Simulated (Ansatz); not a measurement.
A set of 12 reactions (bond dissociation), with CCSD(T)/CBS values in kJ/mol:

```csv
reaction,ΔE
`C[Si](O)(O)[SiH3]` → `[CH3]`• + `O[Si](O)[SiH3]`•,401.2
`[Cl][Sn]([Cl])([Cl])[SeH]` → `[SeH]`• + `[Cl][Sn]([Cl])[Cl]`•,285.9
`CN[SiH2][SeH]` → `C[NH]`• + `[SiH2][SeH]`•,432.7
`C[N](C)[Ag]` → Ag• + `C[N]C`•,127.5
`C[Si](O)(O)[SiH3]` → `[SiH3]`• + `C[Si](O)O`•,339.4
`[OH][In]([SH])[SeH]` → `[OH][In][SH]`• + `[SeH]`•,302.8
`C[O][InH][NH2]` → `[NH2][InH]`• + `C[O]`•,354.6
`COB(S)S` → `S[B]S`• + `C[O]`•,570.9
`COB(S)S` → `CO[B]S`• + `[SH]`•,444.6
`C[O][InH][NH2]` → H• + `C[O][In][NH2]`•,314.3
`[CH3][Ge]([F])([Cl])[C]#N` → `[CH3]`• + `N#[C][Ge]([F])[Cl]`•,386.7
`C[CH2][InH][Cl]` → H• + `C[CH2][In][Cl]`•,299.3
```

Calculated with Ansatz (gas phase, PBE0-D4/def2-TZVP geometries, no zero-point term in ΔE). CBS: MP2 limit from def2 TZ/QZ plus the TZ coupled-cluster correction, frozen cores. This one scheme is used for every species, atoms too. DFT in def2-TZVPP. B3LYP here is the variant with VWN-RPA as its local correlation; programs differ in this. No spin–orbit coupling; open shells (•) take unrestricted orbitals. Elements past krypton have def2 core potentials. For Ag, Ge, In, Se, Sn outer-core shells are correlated without core-valence functions, so the limit isn't a true one: a few kJ/mol of doubt a bond, and 10 to 20 or more in all where bonds break to atoms. Scalar relativity is left out up to krypton. Each species was taken in one conformer, which may not be the lowest.

Question: Give the mean, mean absolute and largest difference (level minus CCSD(T)/CBS, kJ/mol) for: PBE0-D4, B3LYP-D4, ωB97X-V, r2SCAN, PBE0, B3LYP, HF/def2-TZVPP, MP2/def2-TZVPP, SCS-MP2/def2-TZVPP, CCSD(T)/def2-TZVPP, MP2/def2-QZVPP, HF/CBS(def2), MP2/CBS(def2), CCSD/CBS(def2). (Estimate.)

Answer: Ansatz gave: 
```json
{"level": "PBE0-D4", "mean": "-23.5", "mean absolute": "23.5", "largest": "-43.9"}
{"level": "B3LYP-D4", "mean": "-30.5", "mean absolute": "30.5", "largest": "-49.0"}
{"level": "ωB97X-V", "mean": "-7.1", "mean absolute": "9.0", "largest": "-21.3"}
{"level": "r2SCAN", "mean": "-34.2", "mean absolute": "34.2", "largest": "-52.0"}
{"level": "PBE0", "mean": "-30.1", "mean absolute": "30.1", "largest": "-50.2"}
{"level": "B3LYP", "mean": "-42.3", "mean absolute": "42.3", "largest": "-60.2"}
{"level": "HF/def2-TZVPP", "mean": "-121.4", "mean absolute": "121.4", "largest": "-178.0"}
{"level": "MP2/def2-TZVPP", "mean": "5.4", "mean absolute": "11.3", "largest": "28.1"}
{"level": "SCS-MP2/def2-TZVPP", "mean": "-0.6", "mean absolute": "5.6", "largest": "14.9"}
{"level": "CCSD(T)/def2-TZVPP", "mean": "-11.7", "mean absolute": "11.7", "largest": "-21.0"}
{"level": "MP2/def2-QZVPP", "mean": "12.0", "mean absolute": "16.1", "largest": "35.3"}
{"level": "HF/CBS(def2)", "mean": "-121.6", "mean absolute": "121.6", "largest": "-174.4"}
{"level": "MP2/CBS(def2)", "mean": "17.1", "mean absolute": "19.6", "largest": "40.5"}
{"level": "CCSD/CBS(def2)", "mean": "-8.8", "mean absolute": "9.0", "largest": "-22.6"}
```

The largest T1 diagnostic in the set is 0.031, for `C[N](C)[Ag]` (customary mark 0.02).

CCSD(T)/CBS is a level of theory with its own doubt, and the functionals carry their triple-zeta basis error, so these figures describe this set and don't rank the functionals.
